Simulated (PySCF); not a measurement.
Si(F)2(I)(OH) (F₂HIOSi), SMILES O[Si](F)(F)I.

Geometry: B3LYP-D3(BJ)/def2-SVP. The def2 effective core potentials stand for the cores of I; spin–orbit coupling is left out. One conformer was computed; it need not be the lowest.

Two levels are set side by side: PBE/def2-TZVP (PySCF) and B3LYP/def2-TZVP (PySCF). Same geometry, gas phase. Differences are taken from unrounded values.

```json
[
 {"quantity": "orbital gap (eV)", "B3LYP": "6.98", "PBE": "5.42", "PBE minus B3LYP": "-1.56"},
 {"quantity": "highest occupied level (eV)", "B3LYP": "-8.02", "PBE": "-7.09", "PBE minus B3LYP": "0.93"},
 {"quantity": "lowest empty level (eV)", "B3LYP": "-1.04", "PBE": "-1.67", "PBE minus B3LYP": "-0.63"},
 {"quantity": "dipole moment (D)", "B3LYP": "1.31", "PBE": "1.30", "PBE minus B3LYP": "-0.01"},
 {"quantity": "mean polarisability (bohr³)", "B3LYP": "54.2", "PBE": "56.3", "PBE minus B3LYP": "2.2"}
]
```

Without exact exchange PBE keeps part of each electron's self-repulsion, which lifts occupied levels and narrows the gap. PBE's more diffuse valence density responds more strongly to a field. Differences between two approximate levels are no errors against the true value.

Rough cost on one machine, each run with all the roots and properties that it gave: B3LYP against PBE within a factor of 2.
